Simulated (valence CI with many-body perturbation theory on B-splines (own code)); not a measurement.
**Level structure of Ar IV**

Method: configuration interaction combined with many-body perturbation theory (CI+MBPT): five valence electrons over a frozen Dirac-Fock core [Ne], radial functions for each j: 11 s, 11 p, 10 d, 8 f, 5 g, 2 h, with the one-electron correlation potential Σ1 (screened to all orders), the two-electron term Σ2, the three-electron term Σ3, Breit, model QED; selected single and double excitations, second order for the rest, scaled by the run's own slope (own B-spline code, finite nucleus).

Set against measurement, 54 paired levels are off by 137 cm⁻¹ on average, the worst by 426. These come from a selection out of Saloman, J. Phys. Chem. Ref. Data 39, 033101 (2010). Levels without a partner in it may be off by more. Among the levels kept, up to 3700 cm⁻¹ of a level comes from second order outside the variational space, and about a tenth of that is noise between levels of different J, which matters for small intervals.

Levels 46 to 90 of 166, with energies above the lowest level, 3s2.3p3 4S°_3/2. "Leading %" is the weight of the configuration and term that name the level; weights of strongly mixed levels are sums over their largest components and can fall short. Lifetimes count E1, E2, E3, M1 and M2 decay at the calculated energies, and are blank where another channel may lead or the interval is too uncertain; long ones can be off by a factor of two.

| No. | Configuration | Term | J | E (cm⁻¹) | Leading % | g | Second component | Lifetime |
| --- | --- | --- | --- | --- | --- | --- | --- | --- |
| 46 | 3s2.3p2.3d | 2D | 3/2 | 257420 | 86 | 0.805 |  | 29.6 ps |
| 47 | 3s.3p3.3d | 6D° | 1/2 | 259028 | 98 | 3.338 |  | 1.46 μs |
| 48 | 3s.3p3.3d | 6D° | 3/2 | 259054 | 98 | 1.868 |  | 1.71 μs |
| 49 | 3s.3p3.3d | 6D° | 5/2 | 259068 | 98 | 1.658 |  | 2.37 μs |
| 50 | 3s.3p3.3d | 6D° | 7/2 | 259084 | 98 | 1.588 |  | 4.37 μs |
| 51 | 3s.3p3.3d | 6D° | 9/2 | 259096 | 98 | 1.557 |  | 11.2 μs |
| 52 | 3s2.3p2.4s | 2D | 5/2 | 267828 | 92 | 1.202 |  | 240 ps |
| 53 | 3s2.3p2.4s | 2D | 3/2 | 267848 | 91 | 0.803 |  | 238 ps |
| 54 | 3p5 | 2P° | 3/2 | 274731 | 48 | 1.334 | 39 % 3s.3p3.3d 2P° | 999 ps |
| 55 | 3p5 | 2P° | 1/2 | 276173 | 47 | 0.665 | 40 % 3s.3p3.3d 2P° | 1.03 ns |
| 56 | 3s2.3p2.4p | 2S° | 1/2 | 280926 | 91 | 1.998 |  | 983 ps |
| 57 | 3s.3p3.3d | 4D° | 1/2 | 283542 | 60 | 0.001 | 31 % 3s2.3p2.4p 4D° | 1.70 ns |
| 58 | 3s.3p3.3d | 4D° | 3/2 | 283628 | 67 | 1.200 | 23 % 3s2.3p2.4p 4D° | 2.16 ns |
| 59 | 3s.3p3.3d | 4D° | 5/2 | 283701 | 75 | 1.372 | 15 % 3s2.3p2.4p 4D° | 3.06 ns |
| 60 | 3s.3p3.3d | 4D° | 7/2 | 283772 | 81 | 1.429 | 9 % 3s2.3p2.4p 4D° | 4.53 ns |
| 61 | 3s2.3p2.4p | 4D° | 1/2 | 285846 | 61 | 0.007 | 29 % 3s.3p3.3d 4D° | 799 ps |
| 62 | 3s2.3p2.4p | 4D° | 3/2 | 286137 | 68 | 1.205 | 22 % 3s.3p3.3d 4D° | 724 ps |
| 63 | 3s2.3p2.4p | 4D° | 5/2 | 286645 | 76 | 1.374 | 15 % 3s.3p3.3d 4D° | 659 ps |
| 64 | 3s2.3p2.4p | 4D° | 7/2 | 287447 | 83 | 1.429 | 9 % 3s.3p3.3d 4D° | 618 ps |
| 65 | 3s2.3p2.4p | 4P° | 1/2 | 289040 | 92 | 2.656 |  | 547 ps |
| 66 | 3s2.3p2.4p | 4P° | 3/2 | 289158 | 79 | 1.661 | 6 % 3s2.3p2.4p 2D° | 564 ps |
| 67 | 3s2.3p2.4s | 2S | 1/2 | 289377 | 90 | 2.002 |  | 234 ps |
| 68 | 3s2.3p2.4p | 4P° | 5/2 | 289743 | 76 | 1.533 | 15 % 3s2.3p2.4p 2D° | 577 ps |
| 69 | 3s2.3p2.4p | 2D° | 3/2 | 290199 | 84 | 0.884 | 7 % 3s2.3p2.4p 4P° | 817 ps |
| 70 | 3s.3p3.3d | 4F° | 3/2 | 290623 | 85 | 0.401 | 11 % 3s2.3p.3d2 4F° | 5.52 ns |
| 71 | 3s.3p3.3d | 4F° | 5/2 | 290818 | 85 | 1.029 | 11 % 3s2.3p.3d2 4F° | 5.69 ns |
| 72 | 3s.3p3.3d | 4F° | 7/2 | 291094 | 85 | 1.239 | 11 % 3s2.3p.3d2 4F° | 5.83 ns |
| 73 | 3s.3p3.3d | 4F° | 9/2 | 291426 | 85 | 1.334 | 11 % 3s2.3p.3d2 4F° | 5.97 ns |
| 74 | 3s2.3p2.4p | 4S° | 3/2 | 291568 | 85 | 1.982 | 6 % 3s2.3p2.4p 4P° | 569 ps |
| 75 | 3s2.3p2.4p | 2D° | 5/2 | 291590 | 77 | 1.264 | 15 % 3s2.3p2.4p 4P° | 784 ps |
| 76 | 3s2.3p2.4p | 2P° | 1/2 | 295645 | 91 | 0.670 |  | 705 ps |
| 77 | 3s2.3p2.4p | 2P° | 3/2 | 295784 | 92 | 1.332 |  | 708 ps |
| 78 | 3s.3p3.3d | 2S° | 1/2 | 303479 | 78 | 2.003 | 17 % 3s2.3p.3d2 2S° | 2.44 ns |
| 79 | 3s2.3p2.4p | 2F° | 5/2 | 303705 | 91 | 0.862 |  | 643 ps |
| 80 | 3s2.3p2.4p | 2F° | 7/2 | 304018 | 92 | 1.144 |  | 638 ps |
| 81 | 3s2.3p2.4p | 2D° | 5/2 | 305760 | 89 | 1.197 |  | 773 ps |
| 82 | 3s2.3p2.4p | 2D° | 3/2 | 305864 | 89 | 0.807 |  | 765 ps |
| 83 | 3s.3p3.3d | 4G° | 5/2 | 305867 | 88 | 0.571 | 7 % 3s2.3p.3d2 4G° | 2.25 ns |
| 84 | 3s.3p3.3d | 4G° | 7/2 | 305931 | 88 | 0.984 | 7 % 3s2.3p.3d2 4G° | 2.26 ns |
| 85 | 3s.3p3.3d | 4G° | 9/2 | 305998 | 88 | 1.172 | 6 % 3s2.3p.3d2 4G° | 2.27 ns |
| 86 | 3s.3p3.3d | 4G° | 11/2 | 306081 | 88 | 1.273 | 6 % 3s2.3p.3d2 4G° | 2.28 ns |
| 87 | 3s2.3p2.4p | 2P° | 1/2 | 311676 | 91 | 0.666 |  | 499 ps |
| 88 | 3s2.3p2.4p | 2P° | 3/2 | 312165 | 90 | 1.330 |  | 501 ps |
| 89 | 3s.3p3.3d | 2G° | 7/2 | 317304 | 80 | 0.889 | 14 % 3s2.3p.3d2 2G° | 5.05 ns |
| 90 | 3s.3p3.3d | 2G° | 9/2 | 317342 | 81 | 1.112 | 14 % 3s2.3p.3d2 2G° | 5.22 ns |

Names give the largest LS component (configuration and term), which can be under half, so a name can repeat, a term be missing and a line seem to break the LS rules; names also repeat where a configuration has a term twice.

Where two levels of one J and parity lie close, their mixing, g and order are uncertain.
